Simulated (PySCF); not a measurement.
A calculated (UHF, PySCF 2.14, jorge-DZP-DKH, the spin-free X2C one-electron Hamiltonian (Gaussian nucleus)) atom or ion has these occupied shells.

```
shell  electrons  orbital energy (eV)  rms radius, mean of both spins (bohr)
 1s α          1             -13581.3                                 0.0492
 1s β          1             -13580.8                                 0.0492
 2s α          1              -1849.2                                  0.205
 2s β          1              -1849.0                                  0.205
 2p α          3              -1629.5                                  0.183
 2p β          3              -1629.0                                  0.183
 3s α          1              -301.54                                  0.588
 3s β          1              -300.66                                  0.588
 3p α          3              -229.59                                  0.608
 3p β          3              -228.42                                  0.608
 3d α          5              -109.68                                  0.647
 3d β          5              -109.07                                  0.647
 4s α          1              -52.975                                   1.73
 4s β          1              -43.492                                   1.73
 4p α          3              -35.099                                   2.03
```

Question: Name the element and its charge.

Answer: Br²⁺ (bromine, charge +2), in [Ar] 3d10 4s2 4p3, high-spin 4S determinant.
